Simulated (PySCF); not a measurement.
**Telling isomers of C2H6BN apart by NMR**

Equivalent nuclei averaged, non-relativistic Hamiltonian, gas phase, single conformer. Shieldings: GIAO PBE0/pcSseg-1; B3LYP/pcJ-1 coupling constants (spin–dipole term left out of most H,H and C,H couplings); geometry: PBE0-D3(BJ)/def2-SVP; PySCF.

Referencing at the same level of theory: TMS for $^{1}$H and $^{13}$C. Multiplet labels drop J under 1 Hz and among equivalent protons, and merge close values. Unscaled 3J(H,H) run several per cent high. Couplings to H on boron are left out. Carbons bonded to boron are broad in practice. Shifts are as computed. Against solution values, carbons near 30 ppm lie about +2 ppm off and those near 130 ppm about +5 ppm. Of 1211 compounds with measured shifts, 218 miss one by over three times the rms of a fit or turn the order of signals round; such compounds aren't used in these exercises.

(1) Tabulate the signals of `[BH3-][N+]#CC`, `[BH3-]C#[N+]C` and their relative energies.

(2) What is the quickest way to tell [BH3-][N+]#CC from [BH3-]C#[N+]C?

Answers

(1) 
| SMILES | carbon types | δC | δH | E rel. (kcal/mol) |
| --- | --- | --- | --- | --- |
| [BH3-][N+]#CC | 1×C 1×CH3 | 113.1, 2.2 | 2.18 (m, 3H), 2.13 (br, 3H) | 0.0 |
| [BH3-]C#[N+]C | 1×C 1×CH3 | 157.7, 26.5 | 3.31 (q, 3H), 1.19 (br, 3H) | 7.2 |

Energies are electronic energies at PBE0/pcSseg-1 on these geometries, without zero-point or thermal terms, each for the one conformer computed, which needn't be the lowest.

(2) Both give the same number of carbon signals, with the same numbers of each carbon type, so the positions decide. The first has a nitrilium-type carbon (C) at 113.1 ppm, the second a nitrilium-type carbon (C) at 157.7 ppm. In the proton spectra the most deshielded non-exchanging signals are 2.18 (m, 3H) and 3.31 (q, J = 4.8 Hz, 3H).
